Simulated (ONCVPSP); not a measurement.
Cutoff test, cobalt (Co), ONCV

ONCVPSP 4.0.1 input, shortened (lines: element, Z, core and valence counts, functional; n l f; lmax; l rc ep ncon nbas qcut; lloc lpopt rc5 dvloc0; l nproj debl; icmod fcfact rcfact), PW91, scalar-relativistic:

```
  Co 27.00    3    4  -109134      upf
    1    0    2.00
    2    0    2.00
    2    1    6.00
    3    0    2.00
    3    1    6.00
    3    2    7.00
    4    0    1.50
    2
    0    1.15    0.00    4    9   10.70
    1    1.10    0.00    3    7   15.50
    2    1.05    0.00    4    9   14.20
    4    4    0.80    2.00
    0    3    1.10
    1    2    0.60
    2    3    2.40
    0    0.00    0.00
```

In the p channel the program set the typed energies aside and used -2.569, 0.250 Ha.

For each optimised wave give the share of its norm inside rc, the residual kinetic energy above qcut (Ha) and the cutoffs (Ha) for errors of 10, 1, 0.1 and 0.01 mHa per electron.

| wave | norm inside rc | residual KE | 10 mHa | 1 mHa | 0.1 mHa | 0.01 mHa |
| --- | --- | --- | --- | --- | --- | --- |
| 3s | 0.896 | 3.8e-06 | 31.9 | 41.4 | 48.5 | 54.2 |
| 4s | 0.034 | 1.5e-06 | 20.4 | 35.0 | 44.8 | 51.7 |
| s projector 3 | 0.032 | 2.3e-06 | 21.8 | 36.4 | 46.0 | 52.9 |
| 3p | 0.823 | 6.9e-09 | 27.7 | 56.6 | 77.2 | 91.3 |
| p projector 2 | 0.056 | 1.4e-09 | 22.4 | 30.7 | 63.7 | 82.0 |
| 3d | 0.600 | 8.3e-06 | 67.5 | 80.6 | 90.9 | 101.1 |
| d projector 2 | 0.057 | 7.0e-06 | 61.2 | 77.3 | 89.6 | 99.6 |
| d projector 3 | 0.069 | 4.0e-05 | 69.5 | 85.4 | 96.9 | 126.1 |

The occupied waves need 81 Ha and 91 Ha for 1 and 0.1 mHa.
